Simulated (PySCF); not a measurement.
Compound: 2-fluoropyridine, C5H4FN.
SMILES: `Fc1ccccn1`

Method used: PBE0-D3(BJ)/def2-SVP geometry optimisation, gas phase in PySCF.

Masses are those of the commonest isotopes; rigid-rotor values at the optimised geometry. 

**Question.** Give the principal moments of inertia and the rotational constants in MHz.

**Answer.** Ia = 85.56, Ib = 186.81, Ic = 272.38 u·Å²; 505379 MHz·u·Å²/I gives A = 5907, B = 2705, C = 1855 MHz.

**Question.** What kind of rotor is it?

**Answer.** An asymmetric top: κ = (2 × 2705 − 5907 − 1855)/(5907 − 1855) = -0.58.

**Question.** Is it planar, by Δ = Ic − Ia − Ib?

**Answer.** Planar: Δ = Ic − Ia − Ib = 0.00 u·Å². For a rigid frame Δ = −2 Σ m c², so it vanishes when all atoms lie in the ab plane; here none is more than 0.01 Å from it.

**Question.** Give the coordinates in the principal-axis frame, origin at the centre of mass.

**Answer.** The sense of each axis is arbitrary; atoms in the order of the calculation.
```csv
atom,mass (u),a (Å),b (Å),c (Å)
F1,18.998,2.149,0.022,-0.001
C2,12.000,0.824,0.010,0.000
C3,12.000,0.149,1.232,0.001
C4,12.000,-1.239,1.183,0.000
C5,12.000,-1.876,-0.060,-0.001
C6,12.000,-1.082,-1.203,0.000
N7,14.003,0.251,-1.166,0.000
H8,1.008,0.707,2.169,0.002
H9,1.008,-1.820,2.108,0.000
H10,1.008,-2.964,-0.140,-0.001
H11,1.008,-1.539,-2.198,0.002
```

**Question.** Where do the levels up to J = 4 lie, in MHz?

**Answer.** Above 0(0,0):
J = 1: 1(0,1) 4561, 1(1,1) 7762, 1(1,0) 8612
J = 2: 2(0,2) 13534, 2(1,2) 16034, 2(1,1) 18583, 2(2,1) 28187, 2(2,0) 28335
J = 3: 3(0,3) 26652, 3(1,3) 28355, 3(1,2) 33438, 3(2,2) 41869, 3(2,1) 42581, 3(3,1) 60086, 3(3,0) 60102
J = 4: 4(0,4) 43626, 4(1,4) 44646, 4(1,3) 53031, 4(2,3) 59996, 4(2,2) 61976, 4(3,2) 78582, 4(3,1) 78694, 4(4,1) 103743, 4(4,0) 103744

**Question.** Which lines would a microwave search look for?

**Answer.** The dipole components are |μa| = 2.55 D, |μb| = 1.79 D, |μc| = 0.00 D; the mirror of this Cs structure is the ab plane, so μc vanishes by symmetry and there are no c-type lines. The squared components, which scale the intensities, stand as 1.00 : 0.49 (a : b). Some lines, for components of 0.1 D or more:

```csv
type,branch,"J(Ka,Kc)",MHz,lower level (cm⁻¹)
a,Q,"1(1,0) ← 1(1,1)",850,0.259
a,Q,"2(1,1) ← 2(1,2)",2549,0.535
b,R,"2(0,2) ← 1(1,1)",5772,0.259
a,R,"2(1,2) ← 1(1,1)",8272,0.259
a,Q,"4(1,3) ← 4(1,4)",8385,1.489
b,Q,"3(2,1) ← 3(1,2)",9143,1.115
b,Q,"2(2,0) ← 2(1,1)",9752,0.620
a,R,"2(1,1) ← 1(1,0)",9971,0.287
b,R,"4(1,3) ← 3(2,2)",11162,1.397
b,R,"2(1,2) ← 1(0,1)",11473,0.152
a,R,"3(0,3) ← 2(0,2)",13118,0.451
b,R,"4(0,4) ← 3(1,3)",15270,0.946
b,Q,"4(2,3) ← 4(1,4)",15350,1.489
a,R,"4(1,4) ← 3(1,3)",16290,0.946
b,Q,"4(3,2) ← 4(2,3)",18586,2.001
a,R,"4(2,2) ← 3(2,1)",19395,1.420
b,R,"2(2,1) ← 1(1,0)",19575,0.287
b,Q,"4(4,0) ← 4(3,1)",25050,2.625
b,R,"4(2,3) ← 3(1,2)",26558,1.115
b,R,"3(3,0) ← 2(2,1)",31915,0.940
b,R,"4(3,2) ← 3(2,1)",36001,1.420
```

**Question.** Estimate the classical rotational partition function at 100 K, 298.15 K and 500 K.

**Answer.** Point group Cs, symmetry number σ = 1; q = (√π/σ)·√((kT/h)³/(ABC)), k/h = 20836.6 MHz/K: 31000 at 100 K, 159000 at 298.15 K, 346000 at 500 K.

No PBE0-D3(BJ)/def2-SVP frequencies stand behind this structure, so it isn't proved a minimum. Zero-point vibration and centrifugal distortion are left out. Quadrupole hyperfine structure (14N) is left out.
